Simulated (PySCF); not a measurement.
Isomers of C7H5P, mass 120.013 u with the commonest isotopes. Computed with B3LYP/def2-SVPD in PySCF (dipole) on a GFN2-xTB geometry, gas phase. One conformer each, none proved a minimum here; rigid rotors.

Problem. Order these by rotational constant C, largest first.
A. `C#Cc1ccccp1`
B. `P#CC1=CC=CC=C1`
C. `C#CC1=CC=CP=C1`

Solution. A (1041 MHz), C (971.1 MHz), B (813.4 MHz).

Problem. Order these by rotational constant B, largest first.
A. `P#Cc1ccccc1`
B. `C#Cc1cccpc1`
C. `C#CC1=CC=CC=P1`

Solution. C (1456 MHz), B (1281 MHz), A (947.7 MHz).

Problem. Order these by rotational constant A, largest first.
A. `C#Cc1cpccc1`
B. `C#Cc1ccccp1`
C. `P#Cc1ccccc1`

Solution. C (5740 MHz), A (4012 MHz), B (3653 MHz).

```json
{"SMILES": "C#Cc1cccpc1", "point group": "Cs", "Ia (u·Å²)": "125.95", "Ib (u·Å²)": "394.49", "Ic (u·Å²)": "520.44", "κ": "-0.80", "μa (D)": "0.50", "μb (D)": "1.23", "μc (D)": "0.01"}
{"SMILES": "C#Cc1ccccp1", "point group": "Cs", "Ia (u·Å²)": "138.34", "Ib (u·Å²)": "347.08", "Ic (u·Å²)": "485.43", "κ": "-0.68", "μa (D)": "1.16", "μb (D)": "1.32", "μc (D)": "0.00"}
{"SMILES": "P#Cc1ccccc1", "point group": "C2v", "Ia (u·Å²)": "88.05", "Ib (u·Å²)": "533.27", "Ic (u·Å²)": "621.32", "κ": "-0.95", "μa (D)": "1.77", "μb (D)": "0.00", "μc (D)": "0.00"}
```
